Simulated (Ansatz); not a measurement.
Z-matrix (Å, degrees):
```
Zr
C 1 3.234
O 1 1.924 2 93.5
C 1 2.831 2 46.7 3 171.8
O 1 1.914 2 119.5 3 118.1
N 1 2.019 2 17.5 3 170.4
Cl 1 2.397 2 112.4 3 -114.4
H 1 2.604 2 69.4 3 176.2
C 2 1.514 1 88.0 3 16.2
H 2 1.101 1 122.7 3 127.9
H 2 1.099 1 119.3 3 -94.5
H 3 0.953 1 155.3 2 153.4
C 4 1.521 1 122.6 2 -93.1
H 4 1.100 1 126.8 2 77.9
C 5 1.388 1 169.0 2 50.3
H 9 1.092 2 110.2 1 -177.6
H 9 1.092 2 111.4 1 -57.5
H 9 1.093 2 111.1 1 62.7
H 13 1.093 4 110.6 1 -128.6
H 13 1.092 4 111.5 1 111.7
H 13 1.093 4 110.5 1 -8.5
H 15 1.096 5 111.0 1 -13.9
H 15 1.095 5 110.4 1 106.1
H 15 1.095 5 110.5 1 -134.1
```

The species carries charge 0 and has multiplicity 1. Zr takes the def2 core potential.

**Question.** List the CAM-B3LYP/def2-TZVPP orbital energies in eV (Ansatz). (Best estimate.)

**Answer.** The calculation gave: Occupied: -2763.09, -522.32, -522.30, -390.90, -280.13, -279.75, -279.47, -278.60, -278.46, -257.88, -196.87, -196.83, -196.82, -60.42, -37.18, -36.89, -36.67, -28.99, -28.27, -26.54, -23.22, -22.95, -21.57, -20.37, -19.31, -17.69, -15.51, -15.04, -14.78, -14.46, -14.40, -14.25, -14.22, -13.29, -12.50, -12.40, -11.89, -11.51, -11.33, -11.13, -11.02, -10.75, -10.54, -10.17, -9.90, -9.63, -9.57, -7.80. Lowest empty: 0.61, 0.96, 1.15, 1.23, 1.30, 1.44, 1.71, 2.01.
